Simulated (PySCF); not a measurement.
Pd: excitation energy

Pd [Kr] 4d10 (1S) → Pd [Kr] 4d9 5s1 (3D), as a difference of total energies. Computed with PySCF 2.14 in aug-cc-pVTZ-PP with ECP28MDF (6s6p5d3f2g, 88 functions), with scalar relativity through the core potential. Correlated levels: valence: 4s2 4p6 frozen. The calculations carry no spin-orbit coupling.

```json
{"method": "UHF", "excitation energy (cm⁻¹)": "-733.69"}
{"method": "LDA", "excitation energy (cm⁻¹)": "7635.8"}
{"method": "PBE", "excitation energy (cm⁻¹)": "6572.8"}
{"method": "PBE0", "excitation energy (cm⁻¹)": "5981.8"}
{"method": "r2SCAN", "excitation energy (cm⁻¹)": "4592.9"}
{"method": "r2SCANh", "excitation energy (cm⁻¹)": "4544.8"}
{"method": "BLYP", "excitation energy (cm⁻¹)": "6258.2"}
{"method": "MN15", "excitation energy (cm⁻¹)": "7821.4"}
{"method": "PBEsol", "excitation energy (cm⁻¹)": "6826.8"}
{"method": "MP2 (valence)", "excitation energy (cm⁻¹)": "10274"}
{"method": "SCS-MP2 (valence)", "excitation energy (cm⁻¹)": "9942.9"}
```
